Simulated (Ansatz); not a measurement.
Reaction (redistribution): `F[CH2][SnH2][Cl]` + `[F][Mg][F]` → `F[CH2][SnH2][F]` + `[F][Mg][Cl]`

Calculated with Ansatz (gas phase, PBE0-D4/def2-TZVP geometries, no zero-point term in ΔE). CBS: MP2 limit from def2 TZ/QZ plus the TZ coupled-cluster correction, frozen cores. DFT in def2-TZVPP. Elements past krypton have def2 core potentials. For Mg, Sn outer-core shells are correlated without core-valence functions, which leaves a few kJ/mol of doubt a bond. One conformer a species, not always the lowest.

`F[CH2][SnH2][Cl]`:

Z-matrix (Å, degrees):
```
C
Sn 1 2.165
F 1 1.381 2 110.1
H 1 1.093 2 110.6 3 -120.1
H 1 1.092 2 109.1 3 119.5
Cl 2 2.337 1 105.7 3 -97.2
H 2 1.705 1 112.7 3 148.1
H 2 1.700 1 112.2 3 18.6
```

`[F][Mg][F]`:

```xyz
3

F    -1.071    1.264   -0.553
Mg    0.000    0.000    0.000
F     1.070   -1.264    0.553
```

`F[CH2][SnH2][F]`:

```xyz
8

F     0.119   -1.869    0.962
C    -0.367   -1.092   -0.078
Sn    0.361    0.931    0.141
F    -0.408    1.819   -1.392
H    -0.027   -1.518   -1.025
H    -1.459   -1.109   -0.051
H    -0.265    1.752    1.494
H     2.046    1.086   -0.051
```

`[F][Mg][Cl]`:

Z-matrix (Å, degrees):
```
Mg
F 1 1.744
Cl 1 2.169 2 180.0
```

```
             level  ΔE (kJ/mol)
           PBE0-D4         13.2
              PBE0         11.3
    MP2/def2-QZVPP         20.7
SCS-MP2/def2-QZVPP         16.5
```

Question: What does CCSD(T)/CBS give? (Estimate.)

Answer: Computed: +15.2 kJ/mol. The listed levels differ from it by -2.0, -3.9, 5.5, 1.3 kJ/mol.

Largest T1 diagnostic among the species: 0.013.

The D4 term adds +3.6 kJ/mol with B3LYP and +2.0 kJ/mol with PBE0; it sums over pairs of atoms, weighted by their polarisabilities, and B3LYP, whose exchange is more repulsive, gets the larger term. In def2-TZVPP, CCSD(T) changes the Hartree–Fock value by +13.5 kJ/mol (the triples alone add +1.0 kJ/mol) and MP2 by +19.2 kJ/mol.

B3LYP here is the variant with VWN-RPA as its local correlation; programs differ in this.
